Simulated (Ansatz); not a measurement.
Basis-set extrapolation for C8H7ClO2, SMILES `COc1ccc(C(=O)Cl)cc1` (PBE0-D4/def2-TZVP geometry, frozen core, Ansatz 0.2.0). Multiplicity 1, RHF reference.

|  | def2-TZVPP | def2-QZVPP |
| --- | --- | --- |
| HF | -916.430202 | -916.462163 |
| MP2 correlation | -1.911530 | -2.048202 |
| CCSD(T) correlation | -2.046194 | not run |

Energies in hartree. Use E(X) = E(∞) + A·exp(−7.88·√X) for Hartree–Fock and E(X) = E(∞) + B·X^(−2.97) for correlation, with X = 3 and 4, and add CCSD(T) minus MP2 of the smaller set to the MP2 limit.

Problem. What is the CCSD(T) energy at the basis-set limit?

Solution. HF limit: -916.462163 + (-0.031961) × 0.13774 = -916.46657. MP2 limit: -2.048202 + (-0.136672) × 0.74074 = -2.14944. Higher-order term: -2.046194 − (-1.911530) = -0.13466. Total: -918.75067 hartree, 7.46 eV below CCSD(T)/def2-TZVPP.
